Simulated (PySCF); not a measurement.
Structure elucidation problem

The spectra below were simulated for a compound C$_{4}$H$_{9}$FO$_{2}$Si.

1H NMR (600 MHz, computed): δ 5.98 (m, 1H), 5.30 (m, 1H), 4.82 (m, 1H), 4.70 (m, 1H), 4.62 (m, 1H), 4.59 (m, 1H), 3.78 (s, 3H).

13C{1H} NMR (computed): δ 119.8 (CH), 69.7 (CH2), 69.6 (CH2), 60.0 (CH3).

PySCF 2.14 calculation with structure optimised with GFN2-xTB and shieldings: GIAO PBE0/pcSseg-1; isolated molecule, relativity neglected, averaged over atoms made equivalent by symmetry, fast rotation or ring inversion, one computed conformer.

Chemical shifts δ = σref − σ; 1H (31.72 ppm) and 13C (186.93 ppm) vs TMS, all at this level.

Question: Deduce the structure.

Answer: 
The formula gives 1 degree of unsaturation (1 ring in the answer). 4 carbon signals for 4 carbons: no two carbons are equivalent. Carbon types of the structure: 1 × CH, 2 × CH2, 1 × CH3, leaving 1 H on heteroatoms. δC 119.8: sp3 CH bonded to F and O and Si; 2 electronegative neighbours deshield it. δC 69.7, 69.6: sp3 CH2 bonded to O and Si; pulled downfield by the heteroatom. δC 60.0: methyl carbon bonded to O; pulled downfield by the heteroatom. δH 5.98: hydrogen on an sp3 CH bonded to F and O and Si; its carbon carries F and O, hence the downfield position. δH 5.30: hydrogen on a silicon bonded to 3 C, in a 4-membered ring. δH 4.82, 4.70, 4.62, 4.59: hydrogen on an sp3 CH2 bonded to O and Si; its carbon carries O, which withdraws density. δH 3.78: hydrogen on a methyl carbon bonded to O; its carbon carries O, hence the downfield position.

These data were computed for `CO[C@@H](F)[SiH]1COC1`.

The shifts were computed for this structure.

Splittings by 19F in the carbon and heteronuclear signals aren't shown, as no couplings were computed. Shifts are as computed. Against solution values, carbons near 30 ppm lie about +3 ppm off and those near 130 ppm about +5 ppm. Of 1309 compounds with measured shifts, 239 miss one by over three times the rms of a fit or turn the order of signals round; such compounds aren't used in these exercises. Multiplicities follow the n + 1 count of equivalent neighbours, as no J values were calculated; m marks all less simple cases, F and P coupling included.
